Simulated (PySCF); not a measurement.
Cartesian coordinates (Å):
```xyz
5

Zr     0.0020     0.0025     0.0205
Cl    -1.2719     0.1483     1.9742
Cl     1.8654     1.4005     0.2017
Cl     0.7144    -2.2025    -0.2857
Cl    -1.2972     0.6713    -1.8033
```
Charge 0, multiplicity 1.

Problem. Estimate the dipole moment, HOMO, total energy, HOMO–LUMO gap and charge on the central atom (Mulliken) that TPSSh-D3(BJ)/def2-TZVP // TPSS-D3(BJ)/def2-SVP (PySCF) returns for this input.

Solution. 
```json
{
 "dipole_moment": "0.01 D",
 "HOMO": "-9.01 eV",
 "total_energy": "-1888.3016 Ha",
 "HOMO–LUMO gap": "5.78 eV",
 "charge on the central atom (Mulliken)": "1.38 e"
}
```
